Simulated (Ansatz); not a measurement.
Start from `[OH][Nb](=[S])([Cl])[Cl]` and change one atom or group to get `[F][Nb](=[S])([Cl])[Cl]`.

Ansatz, PBE0-D4/def2-TZVP geometries, multiplicity 1. Each molecule was computed in one conformer, which needn't be the lowest.

Elements past krypton have def2 core potentials.

```tsv
property	`[OH][Nb](=[S])([Cl])[Cl]`
size of the dipole moment (PBE/def2-TZVPP) / D	2.29
HOMO–LUMO gap (PBE/def2-TZVPP) / eV	3.46
LUMO energy (B3LYP/def2-TZVPP) / eV	-3.02
HOMO energy (PBE/def2-TZVPP) / eV	-7.01
LUMO energy (ωB97M-V/def2-TZVPP) / eV	-0.80
HOMO–LUMO gap (PBE0/def2-TZVPP) / eV	5.34
```

**Question.** Give the same properties after the change, and the shifts. (Estimate.)

**Answer.** The calculation gave: 
| property | `[F][Nb](=[S])([Cl])[Cl]` | shift |
| --- | --- | --- |
| size of the dipole moment (PBE/def2-TZVPP) / D | 0.81 | -1.48 |
| HOMO–LUMO gap (PBE/def2-TZVPP) / eV | 3.37 | -0.09 |
| LUMO energy (B3LYP/def2-TZVPP) / eV | -3.40 | -0.38 |
| HOMO energy (PBE/def2-TZVPP) / eV | -7.29 | -0.28 |
| LUMO energy (ωB97M-V/def2-TZVPP) / eV | -1.16 | -0.36 |
| HOMO–LUMO gap (PBE0/def2-TZVPP) / eV | 5.26 | -0.08 |

With PBE0 the HOMO falls by 0.29 eV and the LUMO falls by 0.37 eV, so the gap narrows by about 0.08 eV. PBE moves the HOMO by -0.28 eV and ωB97M-V by -0.28 eV. The zero-point energy changes by -29.1 kJ/mol with -3 modes. Dipoles are sizes alone; their direction can turn.

B3LYP here is the variant with VWN-RPA as its local correlation; programs differ in this.
